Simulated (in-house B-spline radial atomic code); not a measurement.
Ca⁺. Computed with a B-spline radial atomic code. Model: non-relativistic spherical atom: semilocal Troullier-Martins pseudo-atom, one channel per l, against all electrons, high spin, G0W0 and RPA with empty states to l = 8, local potential for every l without a channel, a model core (radius 0 = none) keeps its share of the functional.

What the tables leave out is listed at the end.

The pseudopotential gives back the lowest level of each angular momentum of its own functional in the configuration it was made in; a second state of the same l is only approximately right. Exact exchange, RPA and GW see the smooth pseudo-orbitals and miss the exchange with the core, for which the functional's share stands in. The column with an uncorrelated core keeps all orbitals and exact exchange, and so separates missing core correlation from pseudisation. Only the three outermost levels and the lowest empty one were computed. RPA here is direct RPA, with no exchange kernel, and its energies carry an (l + 1/2)⁻⁴ tail. A hybrid on a potential with a model core restores only its own semilocal share of the core's exchange.

Command:
```bash
python run_psgw.py task.json out
```
Settings (lengths in bohr, energies in hartree):
```
Z                      20
electrons              19
configuration          [Ar] 4s1
generated_in           [Ar] 4s2
functional             pbe,pbe
core_shells            4
radius_factor          1
core_correction        True
ion_configuration      [Ne] 3s2 3p6
```

Cost of the run: 17 s on 1 thread of Intel(R) Xeon(R) 6975P-C (Granite Rapids) (shared host).

Given: made with PBE; model core radius 0.649 bohr; local radius 1.402 bohr; mean-field start PBE.

Valence shells of the generating configuration: 3p, 4s.

Channel: s 3.4, p 1.049, d 2.4 (radii in bohr).

Computed: largest level miss in the spin-unpolarised generating configuration 0 eV; valence RPA correlation energy all-electron orbitals -0.36687 hartree; valence RPA correlation energy pseudo -0.50932 hartree; pseudo-atom RPA polarisability 47.03 bohr³; ionisation by mean-field pseudo minus all 0 eV; ionisation by RPA all-electron 12.44 eV; ionisation by RPA pseudo minus all 0.429 eV.

```
        level  occupied  mean-field all-electron (eV)  mean-field pseudo minus all (eV)  G0W0 all-electron (eV)  G0W0 uncorrelated core minus all (eV)  G0W0 pseudo minus all (eV)  exchange self-energy all-electron (eV)  exchange self-energy pseudo (eV)
        4s up         1                       -9.3035                             0.004                 -12.315                                  0.014                      -0.288                                 -8.2971                           -8.0832
3d up (empty)         0                       -8.6167                             0.039                  -4.407                                  0.227                       0.307                                 -7.4205                           -5.3809
```

Problem. What is the all-electron RPA polarisability, core included?

Solution. 47.099 bohr³.

Problem. What is the ionisation by mean-field all-electron?

Solution. 11.99 eV.

Given: mean-field start PBE0.

Computed: valence RPA correlation energy pseudo -0.47236 hartree; all-electron RPA polarisability, core included 39.667 bohr³; pseudo-atom RPA polarisability 37.081 bohr³; ionisation by mean-field all-electron 11.875 eV; ionisation by mean-field pseudo minus all 0.187 eV; ionisation by RPA all-electron 12.235 eV.

```
          level  occupied  mean-field all-electron (eV)  mean-field pseudo minus all (eV)  G0W0 all-electron (eV)  G0W0 uncorrelated core minus all (eV)  G0W0 pseudo minus all (eV)  exchange self-energy all-electron (eV)  exchange self-energy pseudo (eV)
          4s up         1                       -9.9147                            -0.139                 -12.285                                  0.015                      -0.344                                 -8.1837                           -8.2812
4s down (empty)         0                       -7.3449                            -0.128                 -6.2355                                  0.017                      -0.263                                 -1.4253                           -1.3996
```

Problem. What is the valence RPA correlation energy all-electron orbitals?

Solution. -0.33516 hartree.

Problem. What is the ionisation by RPA pseudo minus all?

Solution. 0.403 eV.

Among the listed levels the largest G0W0 shift of the pseudo-atom is -0.34 eV, for 4s up on the PBE0 start, while leaving the core uncorrelated moves that level by +0.01 eV. So pseudisation and the lost core exchange, not the missing core correlation, make the error. Not in the tables (levels of low weight, unsolved or above zero; the highest and the empty levels are kept at any weight): on PBE the G0W0 levels 3p down (pseudo minus all +0.44 eV, weights 0.49 and 0.37), 3p up (pseudo minus all +0.81 eV, weights 0.40 and 0.37); on PBE0 the G0W0 levels 3p down (pseudo minus all +1.10 eV, weights 0.55 and 0.75), 3p up (pseudo minus all +1.19 eV, weights 0.48 and 0.74); no Hartree-Fock pseudo-atom is run with a model core.
